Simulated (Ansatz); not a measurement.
Abridged output of a molecular run in Ansatz:

```
Functional definition: HF
1053 factors; integrals over basis functions are off by at most 1.2e-3 eV
mean field evaluation 1: about -28897.8882 eV, gradient 3.2e1 eV
mean field evaluation 2: about -28898.0138 eV, gradient 3.2e1 eV
mean field evaluation 4: about -28900.9322 eV, gradient 3.8e0 eV
mean field evaluation 8: about -28900.9884 eV, gradient 2.6e-4 eV
mean field -28900.98843678 eV, -1062.0917352579 hartree, gradient 8.1e-6 eV, S^2 0.000000; 0 other end points of the search recorded, 0 dependent functions left out
14 core orbitals not correlated: weight in the atoms' cores, before any rotation towards them, 1.000 or more for the frozen orbitals, at most 0.000 for the correlated occupied ones
reference -28900.98843678 eV, -1062.0917352579 hartree; 16, 16 occupied and 77, 77 virtual orbitals, 1053 factors
second order -19.72900206 eV of doubles, -0.00000000 eV of singles
cycle   1  -20.51828237 eV  change   -7.9e-1 eV  update   1.1e-1
cycle   2  -20.99973155 eV  change   -4.8e-1 eV  update   3.1e-2
cycle   3  -21.12079051 eV  change   -1.2e-1 eV  update   1.9e-2
cycle   4  -21.11237241 eV  change    8.4e-3 eV  update   5.8e-3
cycle   5  -21.11098989 eV  change    1.4e-3 eV  update   2.4e-3
cycle   6  -21.11109762 eV  change   -1.1e-4 eV  update   7.6e-4
cycle   7  -21.11077953 eV  change    3.2e-4 eV  update   2.7e-4
cycle   8  -21.11081366 eV  change   -3.4e-5 eV  update   1.0e-4
cycle   9  -21.11084753 eV  change   -3.4e-5 eV  update   3.4e-5
perturbative correction -0.67368870 eV, -0.0247576032 hartree
Total energy: -28922.77297301 eV, -1062.8923021984 hartree
```

Its atoms:

```xyz
9

Cl   -0.935    0.261    2.905
B     0.288   -0.202    1.745
Cl    1.850   -0.714    2.338
B    -0.010   -0.107    0.119
C    -0.023    0.674   -1.252
N    -0.443   -0.692   -1.011
H     0.897    0.820   -1.817
H    -0.803    1.404   -1.467
H    -0.820   -1.442   -1.560
```

Problem. Which basis set was used?
A. def2-TZVPPD
B. def2-SVP
C. cc-pV(Q+d)Z
D. cc-pV(T+d)Z

Solution. B. It gives 107 functions.

Problem. Write the keys of the input that set method, charge and spin (a neutral closed shell needs none for the last two).

Solution. 
```yaml
correlation: {method: ccsd_t}
```
